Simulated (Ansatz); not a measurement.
`[PH2][GeH2][SH]` + `[OH][AlH2]` → `[AlH2][O]P` + `[SH][GeH3]` at 500 K and 1 bar (cleavage of the P–Ge bond).

Isolated molecules relaxed with PBE0-D4/def2-TZVP in Ansatz; ΔE leaves out vibrations. CBS: MP2 limit from def2 TZ/QZ plus the TZ coupled-cluster correction, frozen cores. This one scheme is used for every species. For Ge outer-core shells are correlated without core-valence functions, which leaves a few kJ/mol of doubt a bond. Scalar relativity is left out up to krypton. Each species was taken in one conformer, which may not be the lowest.

```tsv
species	CCSD(T)/CBS energy (Eh)	H − E (kJ/mol)	S (J/(mol·K))
`[PH2][GeH2][SH]`	-2817.85197	154.7	396.8
`[OH][AlH2]`	-319.03157	95.7	286.7
`[AlH2][O]P`	-660.56673	129.0	367.3
`[SH][GeH3]`	-2476.30083	114.8	326.3
```

H − E and S are ideal-gas, rigid-rotor, harmonic terms from PBE0-D4/def2-TZVP, for one conformer and one mirror image of each species. 1 Eh = 2625.50 kJ/mol, R = 8.31446 J/(mol·K).

By hand: ΔE, ΔH, ΔS and ΔG.

ΔE = (-660.56673) + (-2476.30083) − (-2817.85197) − (-319.03157) = 0.01598 Eh = 42.0 kJ/mol. Δ(H − E) = 129.0 + 114.8 − 154.7 − 95.7 = -6.6, so ΔH = 35.4 kJ/mol. ΔS = 367.3 + 326.3 − 396.8 − 286.7 = 10.1 J/(mol·K). ΔG = 35.4 − 500 × (10.1)/1000 = 30.3 kJ/mol.

By hand: the equilibrium constant, and the temperature at which ΔG would vanish if ΔH and ΔS stayed fixed.

log₁₀ K = −ΔG/(RT ln 10) = -3.2. ΔG = 0 at ΔH/ΔS = 3505 K, far beyond where these terms or the molecules hold.

The number of gas molecules stays the same, so ΔS is small and ΔH decides. A doubt of 5 kJ/mol in ΔE shifts log₁₀ K by 0.5 here. Other conformers and mirror images would add mixing entropy, several J/(mol·K) or more a flexible species. Modes under 60 cm⁻¹, often nearly free rotors, make the harmonic entropy too high. These are equilibria of isolated gas molecules and say nothing of rates. Largest T1 diagnostic: 0.014 (customary marks: 0.02 for closed shells, 0.045 for open ones).
